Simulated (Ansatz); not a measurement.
Frontier orbitals of `F[P+](F)(F)[Au-][Br]`.

The species carries charge 0 and has multiplicity 1. Correlated methods include outer-core shells of Au, Br, which these sets cover unevenly. Scalar relativity is left out up to krypton. Au: def2 effective core potential. Geometry: relaxed with PBE0-D4/def2-TZVP. It is one conformer, not always the lowest. Basis def2-TZVPP, Ansatz.

```
functional  HOMO (eV)  LUMO (eV)  gap (eV)
       PBE      -6.55      -2.38      4.17
    B97M-V      -6.81      -2.24      4.57
      PBE0      -7.69      -1.65      6.04
     BHLYP      -8.68      -0.89      7.79
   ωB97M-V      -9.82       0.04      9.86
```

A quarter of exact exchange (PBE0) shifts PBE's HOMO by −1.14 eV and its LUMO by +0.74 eV; full exchange at long range (ωB97M-V) shifts them by −3.26 and +2.42 eV. The gap opens from 4.17 to 9.86 eV, since occupied levels lose self-interaction and empty ones feel all the electrons. A positive LUMO is unbound and depends on the basis.
